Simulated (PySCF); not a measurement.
Compound: C3H11OPSi2.
Atom-mapped SMILES: `[CH3:1][Si@:2]1([PH2:3])[CH2:4][CH2:5][SiH2:6][O:7]1`

Definitions: NICS(0) = −σiso at the ring centroid; NICS(1) = −σiso and NICS(1)zz = −σzz at ±1 Å along the ring normal z. Level: GIAO PBE0/pcSseg-1 (PySCF, non-relativistic, gas phase) on the GFN2-xTB geometry, one conformer.

Ring bond lengths (Å), with Mayer bond orders in brackets: Si2–C4 1.924 (0.87), C4–C5 1.534 (1.02), C5–Si6 1.908 (0.91), Si6–O7 1.635 (0.95), O7–Si2 1.646 (0.91).

Problem. What do the NICS probes read (ppm)?

Solution. 
| ring | type | NICS(0) | NICS(1), two faces | NICS(1)zz, two faces | rms pucker (Å) | centre to ring atoms, mean (Å) |
| --- | --- | --- | --- | --- | --- | --- |
| Si2–C4–C5–Si6–O7 | 5-membered ring with O and 2 Si; formal bonds all single | -5.0 | -3.0 / -2.9 | -2.4 / -2.5 | 0.15 | 1.46 |

Problem. What can be read from them?

Solution. 
- Si2–C4–C5–Si6–O7: mean NICS(1)zz -2.5 ppm, near zero. Si2, C4, C5, Si6 have four or more neighbours; no verdict on aromaticity is drawn.

Problem. What field does 9.4 T along the ring normal induce along that normal at the first NICS(1) probe listed for ring Si2–C4–C5–Si6–O7, 1 Å off the ring?

Solution. NICSzz × B0 = -2.4 ppm × 9.4 T = -23 μT, against the applied field.

Problem. Give the inner angles of the rings and the Hirshfeld charges of the ring atoms.

Solution. 
- Si2–C4–C5–Si6–O7: Si2 98.1° (+0.397 e), C4 106.7° (-0.165 e), C5 107.6° (-0.164 e), Si6 98.7° (+0.406 e), O7 119.7° (-0.320 e); sum 530.8° against 540° for a flat convex ring.

Problem. How shielded are the nuclei of the rings and their hydrogens (means over atoms taken as equivalent)?

Solution. 
| atoms | environment | σ isotropic (ppm) |
| --- | --- | --- |
| Si2 | oxygen-bound silicon | 308.2 |
| C4 | sp3 carbon bound to silicon | 169.0 |
| C5 | sp3 carbon bound to silicon | 177.3 |
| Si6 | oxygen-bound silicon | 355.3 |
| O7 | siloxane oxygen | 278.2 |
| H on C4 | methylene hydrogen | 30.90 |
| H on C4 | methylene hydrogen | 30.41 |
| H on C5 | methylene hydrogen | 30.65 |
| H on C5 | methylene hydrogen | 30.59 |
| H on Si6 | Si–H hydrogen | 26.76 |
| H on Si6 | Si–H hydrogen | 26.62 |
